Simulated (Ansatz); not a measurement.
Reaction: CdCl2 (SMILES [Cl][Cd][Cl]) → CdCl2 (parent SMILES [Cl][Cd][Cl], triplet)
Each species at its own B3LYP-D3(BJ)/def2-TZVP minimum (Ansatz, a first-principles code).

Total energies in hartree (Ansatz). UHF or UKS for unpaired electrons; spin-orbit terms are left out. Correlated methods leave the cores frozen (noble-gas shells, and filled d and f shells in the p block). Past Kr the def2 sets carry scalar-relativistic core potentials. The UHF reference of CdCl2 (parent SMILES [Cl][Cd][Cl], triplet) is spin-contaminated (<S^2> up to 0.03 over the pure value in the sets run). The spin of CdCl2 (parent SMILES [Cl][Cd][Cl], triplet) was assumed, and the state is the lowest solution found for it.

```tsv
species	HF/def2-TZVPP	CCSD(T)/def2-TZVPP	HF/def2-QZVPP	CCSD(T)/def2-QZVPP	CCSD(T)/def2-SVP	CCSDT(Q)/def2-SVP
1: CdCl2 (SMILES [Cl][Cd][Cl])	-1086.00118	-1086.84165	-1086.03090	-1086.95291	-1086.20599	-1086.20713
2: CdCl2 (parent SMILES [Cl][Cd][Cl], triplet)	-1085.89146	-1086.72221	-1085.92000	-1086.83037	-1086.09076	-1086.09274
```

Work out the adiabatic triplet-singlet gap (electronic) in kcal/mol: take Hartree-Fock from def2-QZVPP, extrapolate the CCSD(T) correlation energy as X^-3 (X = 3, 4), and add CCSDT(Q) - CCSD(T) in def2-SVP. 1 hartree = 627.51 kcal/mol.


Species 1: correlation (64·(-0.92201) - 27·(-0.84047))/37 = -0.98151; step -0.00114; E1 = -1086.03090 + (-0.98151) + (-0.00114) = -1087.01355
Species 2: correlation (64·(-0.91037) - 27·(-0.83075))/37 = -0.96847; step -0.00198; E2 = -1085.92000 + (-0.96847) + (-0.00198) = -1086.89045
-1·E1 +1·E2 = 0.12310 hartree = 77.2 kcal/mol.
